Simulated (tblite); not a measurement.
Isomers of C6H8OS2Si. Computed values, GFN2-xTB/tblite, gas phase, harmonic and unscaled. Against measured fundamentals such values can be off by several per cent, at times by over 20. Modes of hydrogen on silicon and sulfur can be 10 to 20 % off. One conformer each.

Electronic energies: GFN2-xTB at the same geometries; isomer energies are rough at this level and their order can be wrong.

```
                SMILES  electronic energy, lowest = 0 (kcal/mol)
  CSc1csc([SiH2]C=O)c1                                      60.2
Oc1ccc([Si@@H]2CCS2)s1                                      24.0
  O=Cc1ccc(CS[SiH3])s1                                      18.3
   Oc1ccc(S)cc1S[SiH3]                                       0.0
```

Q: How do GFN2-xTB zero-point energies change the relative energies?

A: 
| SMILES | ZPE (kcal/mol) | of it from modes above 1550 cm⁻¹ | electronic (kcal/mol) | with ZPE, lowest = 0 (kcal/mol) | lowest mode (cm⁻¹) | rings |
| --- | --- | --- | --- | --- | --- | --- |
| Oc1ccc(S)cc1S[SiH3] | 72.5 | 36.1 | 0.0 | 0.0 | 21 | 1 |
| O=Cc1ccc(CS[SiH3])s1 | 73.6 | 33.9 | 18.3 | 19.5 | 25 | 1 |
| Oc1ccc([Si@@H]2CCS2)s1 | 77.8 | 36.7 | 24.0 | 29.3 | 23 | 2 |
| CSc1csc([SiH2]C=O)c1 | 73.4 | 34.9 | 60.2 | 61.2 | 13 | 1 |

The zero-point energies span 5.3 kcal/mol, from `Oc1ccc(S)cc1S[SiH3]` to `Oc1ccc([Si@@H]2CCS2)s1`. The order is unchanged.
